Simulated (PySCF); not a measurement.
## Computed properties of C2H10FNSi2, SMILES NC[SiH2]C[SiH2]F

C₂H₁₀FNSi₂, SMILES NC[SiH2]C[SiH2]F. Coordinates come from a B3LYP-D3(BJ)/def2-SVP optimisation. The structure was generated by enumeration, and PubChem lists no compound with its InChIKey, so it may never have been made. One conformer was computed; it need not be the lowest. All values are computed for the isolated molecule unless a solvent is named; none is compared with measurement here.

**Structure.** All 42 harmonic modes at B3LYP-D3(BJ)/def2-SVP (PySCF) are real, so it is a minimum. With heavy atoms numbered as in [NH2:1][CH2:2][SiH2:3][CH2:4][SiH2:5][F:6], the shortest bond between them is N1–C2 at 1.462 Å and the longest Si3–C4 at 1.897 Å.

**Vibrations.** The strongest infrared lines (harmonic, unscaled, degenerate partners summed) lie at 961 cm⁻¹ (229 km/mol, H 85 %, Si 11 %), 930 cm⁻¹ (171 km/mol, H 76 %, Si 16 %), 1072 cm⁻¹ (164 km/mol, H 62 %, C 32 %). The softest mode is at 41 cm⁻¹ and the zero-point energy is 74.6 kcal/mol.

**Electronic structure.** HF/def2-TZVP (PySCF) places the frontier levels at -10.51 and 3.15 eV, a gap of 13.66 eV, and gives a dipole moment of 3.58 D and a mean polarisability of 77.4 bohr³. PBE/def2-TZVP (PySCF) at the same geometry gives -5.50 and -0.60 eV, so its gap is 8.76 eV narrower. An orbital gap is neither the optical nor the fundamental gap.

**Excitations.** TDA-PBE0/def2-SVPD (PySCF) has S1 at 6.09 eV (204 nm, f = 0.006, weak); the most intense of the 6 singlets computed lies at 7.66 eV (f = 0.06). T1 (TDA) is at 5.78 eV, 0.31 eV under S1. TDA-PBE/def2-SVPD (PySCF) puts S1 at 4.97 eV. No vertical singlet excitation falls in the visible range (under 3.1 eV).

**NMR.** GIAO shifts at KT2/pcSseg-1 (PySCF) (non-relativistic, atoms alike by connectivity averaged): ¹³C from -1.5 to 37.1 ppm against TMS; ¹H from 0.3 to 5.7 ppm against TMS; ²⁹Si from -42.4 to 12.6 ppm against TMS; ¹⁹F at -253.0 ppm against CFCl3.

**Solvation.** SMD-M06-2X/def2-SVP (PySCF) gives -1.8 kcal/mol in water, -2.4 kcal/mol in n-hexane, -4.8 kcal/mol in 1-octanol (1 M in both phases, gas-phase geometry); of these solvents 1-octanol holds the molecule best.
